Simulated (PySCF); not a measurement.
The halides of boron, BF₃ to BI₃

Level: PBE in the def2-TZVP basis family, computed in PySCF with density fitting; scalar-relativistic core potentials for atoms from Rb on, none lighter, no spin–orbit coupling; open shells unrestricted.

Each entry is the lowest minimum that a search over a few typed start shapes (and spin states, where more than one is plausible) found, or that minimum re-optimised at the stated level; isomers with ligand–ligand bonds, or fragments after loss of a ligand pair, can lie lower.

| molecule | 2S+1 | point group | mean bond to B (Å) | lowest ω (cm⁻¹) | highest ω (cm⁻¹) | polar-tensor charge of B |
| --- | --- | --- | --- | --- | --- | --- |
| BF₃ | ? | ? | ? | ? | ? | ? |
| BCl₃ | 1 | D3h | 1.748 | 247 | 932 | 1.23 |
| BBr₃ | 1 | D3h | 1.910 | 147 | 797 | 1.12 |
| BI₃ | 1 | D3h | 2.126 | 99 | 685 | 0.98 |

Task: Fill in the row of BF₃.

Result: 2S+1: 1; point group: D3h; mean bond to B (Å): 1.325; lowest ω (cm⁻¹): 457; highest ω (cm⁻¹): 1412; polar-tensor charge of B: 1.58.

The bond lengthens at every step; the largest change, 0.423 Å, falls between BF₃ and BCl₃ among the members listed.

Left out of the table are members whose search was unfinished or whose lowest solution was spin-contaminated, unstable, very soft or bonded differently.
